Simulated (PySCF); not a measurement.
## One molecule, many inputs

Molecule: SMILES O=[S@@]1CC[C@@]12C=NC2, C₅H₇NOS; geometry GFN2-xTB.

Molfile (atoms numbered from 1):
```
C5H7NOS
     RDKit          3D

 15 16  0  0  0  0  0  0  0  0999 V2000
   -0.3296   -2.2170   -1.2019 O   0  0  0  0  0  0  0  0  0  0  0  0
    0.4099   -0.9756   -1.3803 S   0  0  0  0  0  4  0  0  0  0  0  0
    1.6795   -0.8001   -0.0210 C   0  0  0  0  0  0  0  0  0  0  0  0
    1.0911    0.5332    0.4212 C   0  0  0  0  0  0  0  0  0  0  0  0
   -0.2859    0.3333   -0.1992 C   0  0  1  0  0  0  0  0  0  0  0  0
   -1.2107    1.3896   -0.6699 C   0  0  0  0  0  0  0  0  0  0  0  0
   -2.2517    1.0260   -0.0170 N   0  0  0  0  0  0  0  0  0  0  0  0
   -1.5257   -0.1000    0.6050 C   0  0  0  0  0  0  0  0  0  0  0  0
    2.7071   -0.7878   -0.3715 H   0  0  0  0  0  0  0  0  0  0  0  0
    1.5304   -1.6007    0.6978 H   0  0  0  0  0  0  0  0  0  0  0  0
    1.6017    1.3728   -0.0524 H   0  0  0  0  0  0  0  0  0  0  0  0
    1.0780    0.6993    1.4994 H   0  0  0  0  0  0  0  0  0  0  0  0
   -1.1115    2.2156   -1.3531 H   0  0  0  0  0  0  0  0  0  0  0  0
   -1.9385   -1.0708    0.3341 H   0  0  0  0  0  0  0  0  0  0  0  0
   -1.4485   -0.0098    1.6870 H   0  0  0  0  0  0  0  0  0  0  0  0
  1  2  2  0
  2  3  1  1
  3  4  1  0
  5  4  1  1
  5  6  1  0
  6  7  2  0
  7  8  1  0
  5  2  1  0
  8  5  1  0
  3  9  1  0
  3 10  1  0
  4 11  1  0
  4 12  1  0
  6 13  1  0
  8 14  1  0
  8 15  1  0
M  END
```

All runs: PySCF, non-relativistic, gas phase unless a solvent (IEF-PCM) is named; grid level 2, GIAOs and SCF threshold 1e-9 unless changed. The yardstick, PBE0/pcSseg-1, gives these isotropic shieldings σ (ppm, equivalent atoms averaged): O1 200.9, S2 132.4, C5 111.7, C3 136.0, C4 165.2, H15 27.80, H12 29.02.

Problem. What do these inputs give? (1) PBE0/STO-3G; (2) HCTH407/cc-pCVDZ; grid level 0; max_cycle 61

Solution. 
| run | outcome | functions | wall time | O1 | S2 | C5 | C3 | C4 | H15 | H12 |
| --- | --- | --- | --- | --- | --- | --- | --- | --- | --- | --- |
| 1 | converged | 51 | 7.6 s | 176.4 | 521.0 | 176.7 | 196.4 | 206.0 | 29.51 | 31.09 |
| 2 | refused | – | 0.04 s | – | – | – | – | – | – | – |

Times are on 1 thread of an Arm Neoverse N1, shared host.

Problem. Comment on the technical settings and failures.

Solution. 
- Run 1: The orbital basis differs from the yardstick's, which in itself moves the values. With 51 functions the basis is far too small for magnetic properties.
- Run 2: The basis set has no functions for an element of the molecule, so the input is rejected.

Runs 1, 2 were set up unsoundly or failed; their numbers aren't to be quoted as properties of the molecule.
